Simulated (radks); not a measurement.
Results of a calculation; reference values are marked as such.
Question: N1.5+, 5.5 electrons, occupied as [He] 2p(up 1.5, down 1.5) 2s(up 0.25, down 0.25) (fractional occupations, a model configuration). Level of theory: non-relativistic Kohn-Sham, PBE, spin-polarised, spherical densities, point nucleus (a radial shooting solver on a logarithmic mesh with Libxc functionals). Some entries of the table are withheld. Estimate them.

orbital  occ.  eigenvalue (Ry)  <r^2> (bohr^2)
1s          2        -30.25240         0.07129
2s        0.5              (1)           1.752
2p          3         -2.10012             (2)

Answer: 
(1) 2s eigenvalue (Ry): -2.96484
(2) 2p <r^2> (bohr^2): 1.835
